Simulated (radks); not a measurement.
Results of a calculation; reference values are marked as such.
Neutral chlorine inside a hard spherical wall (all orbitals vanish at R), configuration held at [Ne] 3s2 3p5 and not refilled when levels cross. Level of theory: scalar-relativistic Kohn-Sham, PBE, spin-polarised, spherical densities, finite nucleus; open shells are filled with parallel spins first; Fermi nuclear charge, rms radius 3.3654 fm (a radial shooting solver on a logarithmic mesh with Libxc functionals). Eigenvalues in eV for spin up, with the zero of energy where the potential of the charges vanishes at infinity; a dash marks a level that is unbound or too diffuse for the functional's potential to be trusted. A positive occupied level is held by the wall or, in an anion where self-interaction has pushed it up, behind a barrier. The pressure on the wall is -dE/dV.

R (bohr)  E (hartree)  kinetic (hartree)    e(2s)    e(2p)    e(3s)   e(3p)  e(4s, empty)  e(4p, empty)  pressure (GPa)
free       -461.44085            463.517  -252.73  -191.69  -21.135  -8.996             -             -               0
20         -461.44085            463.517  -252.73  -191.69  -21.135  -8.996             -             -        < 0.0001
12         -461.44085            463.517  -252.73  -191.69  -21.135  -8.996        -0.208         1.111        < 0.0001
8          -461.44061            463.519  -252.70  -191.67  -21.116  -8.978         0.810         3.091          0.0142
7          -461.43966            463.528  -252.64  -191.60  -21.064  -8.927         1.739         4.582          0.0907
5          -461.41149            463.723  -251.54  -190.50  -20.285  -8.114         7.803        12.911            4.48
3.5        -461.06782            465.455  -245.05  -183.93  -15.893  -3.132        29.995        38.636             127
2          -454.59743            486.378  -202.62  -140.52   24.788  42.203        185.09        194.35            8710
